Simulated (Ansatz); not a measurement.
# Ligand exchange: C3H7I + In(CH3)2(OH) → C3H8O + In(CH3)2I

Gas-phase species: C3H7I (1-iodopropane) `CCCI`, singlet; In(CH3)2(OH), singlet; C3H8O (1-propanol) `CCCO`, singlet; In(CH3)2I, singlet. The partners trade I for OH: C–I and In–OH bonds give way to C–OH and In–I.

Shapes, held fixed at every level: PBE0-D4/def2-TZVP. Flexible molecules stand in one conformer, not always the lowest. Programs: Ansatz 0.2.0. Electronic energies: no zero-point or thermal term.

Problem. Estimate ΔE of this reaction.

Solution. The highest level, CCSD(T)/def2-TZVPP, gives ΔE = -75.2 kJ/mol; the levels span -117.5 to -71.4. The column of differences is taken from that level and isn't an error. No measured value is set beside it here. For atoms past krypton def2 sets carry core potentials with scalar relativity. Outer-core shells of I, In are correlated, in sets that cover them unevenly.

```csv
level,kind,ΔE (kJ/mol),less CCSD(T)/def2-TZVPP
HF/def2-TZVPP,Hartree–Fock,-117.5,-42.3
PBE-D4/def2-TZVPP,GGA,-74.7,+0.5
r2SCAN-D4/def2-TZVPP,meta-GGA,-81.7,-6.5
PBE0-D4/def2-TZVPP,global hybrid,-88.8,-13.6
wB97X-V/def2-TZVPP,range-separated hybrid,-84.2,-9.0
B2PLYP/def2-TZVPP,double hybrid,-78.5,-3.3
MP2/def2-TZVPP,perturbation theory,-71.4,+3.8
CCSD(T)/def2-TZVPP,coupled cluster or CI,-75.2,0.0
```
